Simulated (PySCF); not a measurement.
## AgH: one state, many levels of theory

State: ¹Σ⁺ (singlet), closed shell. Set-up: basis Ag x2c-TZVPPall, H x2c-TZVPPall; spin-free X2C with a Gaussian nucleus; PySCF 2.14. De refers to Ag (4d10 5s1) + H in their ground configurations, without counterpoise correction. A positive dipole means Ag(−)H(+).

| Level | Re (Å) | ωe (cm⁻¹) | De (eV) | μ (D) |
| --- | --- | --- | --- | --- |
| RHF | 1.698 | 1607 | n/a | -4.34 |
| RHF-MP2 | 1.567 | 1927 | n/a | n/a |
| RHF-SCS-MP2 | 1.587 | 1855 | n/a | n/a |
| RHF-CCSD | 1.613 | 1755 | 2.31 | n/a |
| RHF-CCSD(T) | 1.604 | 1774 | 2.40 | n/a |
| LDA | 1.588 | 1863 | 2.95 | -2.17 |
| PBE | 1.615 | 1765 | 2.42 | -2.43 |
| BP86 | 1.613 | 1777 | 2.57 | -2.40 |
| r²SCAN | 1.606 | 1811 | 2.45 | -2.72 |
| PBE0 | 1.623 | 1761 | 2.27 | -2.92 |
| r²SCAN0 | 1.614 | 1793 | 2.32 | -3.07 |
| BHandHLYP | 1.638 | 1732 | 2.20 | -3.30 |
| CAM-B3LYP | 1.622 | 1783 | 2.39 | -3.03 |

The bond length runs from 1.567 Å (RHF-MP2) to 1.698 Å (RHF). De spans 2.20 eV (BHandHLYP, global hybrid GGA) to 2.95 eV (LDA, local density).

Correlated steps freeze 14 core orbitals. Spin–orbit coupling is left out. Where the molecule has an RHF reference, its open-shell atoms are computed with UHF. The CCSD T1 diagnostic is raised, a sign that a single reference may not be enough here.

The whole job (state search and all levels along the bond) took about 10 min on 1 thread of Intel Xeon Platinum 8488C (shared host), peak memory 2.6 GiB.
